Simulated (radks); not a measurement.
Results of a calculation; reference values are marked as such.
Orbital eigenvalues (eV) of the erbium ion Er2+, [Xe] 4f12, at several levels of relativity; Dirac values are averaged over j with weights 2j + 1. Spin-unpolarised spherical Kohn-Sham, PBE, point nucleus unless stated (finite: rms radius 5.2516 fm), a radial shooting solver on a logarithmic mesh with Libxc functionals. A level marked "c x" has the speed of light scaled by that factor and shares open shells by 2j + 1; other Dirac levels either fill j = l - 1/2 first or share by 2j + 1.

1s: non-rel. -53441; Dirac, low j first -57323; Dirac, 2j+1 shares, finite nucleus -57308; Dirac, c x 1.25 -55800; change of magnitude, last against first (%) +4.41
2s: non-rel. -8626.6; Dirac, low j first -9636.1; Dirac, 2j+1 shares, finite nucleus -9634.3; Dirac, c x 1.25 -9236.5; change of magnitude, last against first (%) +7.07
2p: non-rel. -8234.5; Dirac, low j first -8566.7; Dirac, 2j+1 shares, finite nucleus -8566.9; Dirac, c x 1.25 -8437.4; change of magnitude, last against first (%) +2.46
3s: non-rel. -1928.4; Dirac, low j first -2169.9; Dirac, 2j+1 shares, finite nucleus -2169.6; Dirac, c x 1.25 -2074.6; change of magnitude, last against first (%) +7.58
3p: non-rel. -1750.9; Dirac, low j first -1840.7; Dirac, 2j+1 shares, finite nucleus -1840.8; Dirac, c x 1.25 -1806.2; change of magnitude, last against first (%) +3.16
3d: non-rel. -1420.1; Dirac, low j first -1408.1; Dirac, 2j+1 shares, finite nucleus -1408.3; Dirac, c x 1.25 -1413.0; change of magnitude, last against first (%) -0.50
4s: non-rel. -380.01; Dirac, low j first -439.37; Dirac, 2j+1 shares, finite nucleus -439.37; Dirac, c x 1.25 -415.79; change of magnitude, last against first (%) +9.42
4p: non-rel. -308.74; Dirac, low j first -330.28; Dirac, 2j+1 shares, finite nucleus -330.37; Dirac, c x 1.25 -321.92; change of magnitude, last against first (%) +4.27
4d: non-rel. -180.59; Dirac, low j first -179.21; Dirac, 2j+1 shares, finite nucleus -179.29; Dirac, c x 1.25 -179.76; change of magnitude, last against first (%) -0.46
5s: non-rel. -57.596; Dirac, low j first -66.189; Dirac, 2j+1 shares, finite nucleus -66.192; Dirac, c x 1.25 -62.674; change of magnitude, last against first (%) +8.82
5p: non-rel. -38.960; Dirac, low j first -40.989; Dirac, 2j+1 shares, finite nucleus -41.003; Dirac, c x 1.25 -40.143; change of magnitude, last against first (%) +3.04
4f: non-rel. -21.065; Dirac, low j first -17.342; Dirac, 2j+1 shares, finite nucleus -17.404; Dirac, c x 1.25 -18.662; change of magnitude, last against first (%) -11.41
